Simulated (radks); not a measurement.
Species: the neodymium ion Nd14+. Configuration: [Ar] 3d10 4s2 4p5 4d10 5d1 (not the ground configuration).

Calculated with a radial shooting solver on a logarithmic mesh with Libxc functionals: Dirac Kohn-Sham, LDA (Slater exchange, Perdew-Wang correlation), spin-unpolarised, spherical densities, finite nucleus; open shells are shared between the two j in proportion to 2j + 1; Fermi nuclear charge, rms radius 4.9123 fm.

Energy parts (eV):
total: -259985.51
kinetic: 280381.34
electron-nucleus: -621867.85
Hartree: 87088.16
exchange-correlation: -5587.17

Orbitals (lengths in bohr, moments of r in powers of bohr):
| orbital | occ. | eigenvalue (eV) | <r^2> | small-component weight |
|---|---|---|---|---|
| 1s1/2 | 2 | -43613.16 | 0.0007610 | 4.95e-02 |
| 2s1/2 | 2 | -7299.107 | 0.01199 | 1.08e-02 |
| 2p1/2 | 2 | -6925.013 | 0.008756 | 1.09e-02 |
| 2p3/2 | 4 | -6405.430 | 0.01001 | 1.02e-02 |
| 3s1/2 | 2 | -1813.756 | 0.08096 | 3.35e-03 |
| 3p1/2 | 2 | -1653.518 | 0.07589 | 3.30e-03 |
| 3p3/2 | 4 | -1549.626 | 0.08320 | 3.11e-03 |
| 3d3/2 | 4 | -1269.194 | 0.06740 | 2.99e-03 |
| 3d5/2 | 6 | -1246.721 | 0.06945 | 2.93e-03 |
| 4s1/2 | 2 | -579.7521 | 0.3951 | 1.11e-03 |
| 4p1/2 | 1.66667 | -518.1107 | 0.4129 | 1.05e-03 |
| 4p3/2 | 3.33333 | -493.5617 | 0.4466 | 9.91e-04 |
| 4d3/2 | 4 | -390.8309 | 0.4902 | 8.65e-04 |
| 4d5/2 | 6 | -386.1710 | 0.5014 | 8.49e-04 |
| 5d3/2 | 0.4 | -191.9932 | 2.129 | 3.17e-04 |
| 5d5/2 | 0.6 | -190.6258 | 2.161 | 3.14e-04 |

The highest occupied level is 5d5/2 at -190.63 eV. The electron density at the nucleus is 4.515e+05 e/bohr^3. The density falls to 0.001 e/bohr^3 at r = 2.40 bohr. Summed over all electrons, <r^2> = 11.50 bohr^2, which gives a Langevin (diamagnetic) susceptibility term of -9.11 x 10^-6 cm^3/mol.
